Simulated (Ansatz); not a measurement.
Q: Name a neutral molecule of In, N and H with ideal-gas entropy at 298 K and 1 bar (rigid rotor, harmonic PBE0-D4/def2-TZVP) between 317 and 333 J/(mol·K) and LUMO energy (B3LYP/def2-TZVPP) between -0.95 and -0.65 eV (Ansatz, PBE0-D4/def2-TZVP geometry).

A: `[NH2][InH][NH2]` (318 J/(mol·K), -0.74 eV). Other molecules can fit too; these were computed, each in one conformer that needn't be the lowest.

B3LYP here is the variant with VWN-RPA as its local correlation; programs differ in this.
